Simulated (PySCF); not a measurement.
Correlation energy of P²⁺ (phosphorus, charge +2)

[Ne] 3s1 3p2, high-spin 4P determinant (an excited configuration). Calculation: PySCF 2.14, in dyall-acv3z; scalar relativity by spin-free X2C-1e. Frozen: [Ne]; 3 electrons correlated; the 23 highest virtual orbitals of each spin left out.

| level | correlation energy (mhartree) |
| --- | --- |
| CCSD | -16.39 |
| (T) | -0.10 |
| CCSD(T) | -16.49 |

Diagnostics: T1 = 0.0023, D1 = 0.0052, largest double amplitude 0.054.

Question: Is a single reference adequate?

Answer: Yes: T1 lies below 0.03 and no double amplitude reaches 0.07.
